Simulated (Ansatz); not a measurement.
## Four-centre ligand exchange

Start structure (BSiH₄Cl₂F, singlet), relaxed at PBE0-D4/def2-TZVP:

| atom | x (Å) | y (Å) | z (Å) |
| --- | --- | --- | --- |
| B1 | -1.2860 | -0.3425 | 0.0241 |
| Si2 | 0.0655 | 1.1573 | -0.0998 |
| Cl3 | -0.7698 | -2.0244 | 0.1505 |
| Cl4 | -2.9979 | -0.0503 | 0.0137 |
| H5 | 1.4627 | -1.7907 | 0.1525 |
| F6 | 2.3396 | -1.4868 | 0.1433 |
| H7 | -0.6409 | 2.4575 | -0.2210 |
| H8 | 0.9025 | 1.1472 | 1.1273 |
| H9 | 0.9244 | 0.9326 | -1.2906 |

The step: BSiH₃Cl₂ ([SiH3][B]([Cl])[Cl]) + HF → BCl₂F ([F][B]([Cl])[Cl]) + SiH₄; bonds formed: B1–F6, Si2–H5; bonds broken: B1–Si2, H5–F6. Computed with Ansatz 0.2.0 (basis: def2-TZVPP and def2-QZVPP); correlated methods freeze the cores. Extrapolation: Hartree–Fock as exp(−7.88 √X), correlation as X^−2.97. Energies below are by CCSD(T) at an estimated basis limit (MP2 extrapolated from triple and quadruple zeta, plus CCSD(T) − MP2 in triple zeta).

What are the electronic barrier and the energy of the step, from the start structure to the end structure? (Judge from chemistry; the value comes from the calculation.)

The calculation gives: Barrier 121.7 kJ/mol; step energy -137.5 kJ/mol (downhill); reverse barrier, their difference, 259.2 kJ/mol. Barrier and step energy count from the start structure, the reverse barrier from the end structure.

The saddle point: One imaginary mode of 1095i cm⁻¹.
```csv
pair,start (Å),saddle (Å),end (Å)
B1–F6,3.80,1.64,1.31
Si2–H5,3.27,1.94,1.49
B1–Si2,2.02,2.18,3.88
H5–F6,0.93,1.11,3.01
```

Zero-point energy (harmonic, PBE0-D4): ZPE is 111.0 kJ/mol at the start and 103.8 kJ/mol at the saddle, so the barrier goes from 121.7 to 114.5 kJ/mol.

The T1 diagnostic stays at or below 0.013. The end structure is not quite a true minimum (one mode of 29i cm⁻¹).

Steps of this kind, hydrogen fluoride cutting a network bond, underlie vapour etching and the fluorination step of atomic layer etching.

Labels in which every atom is bracketed show which atoms are joined, not bond orders.

For scale, one of the runs: CCSD(T)/def2-TZVPP, 244 basis functions, launched by `ansatz run in.yaml --threads 4 --pin off --events-out ev --progress --plain --max-ram 9574MiB`. Hardware: 4 CPU threads of an Arm Neoverse V2, shared host. Wall time 2 min; peak host memory 4.6 GiB.
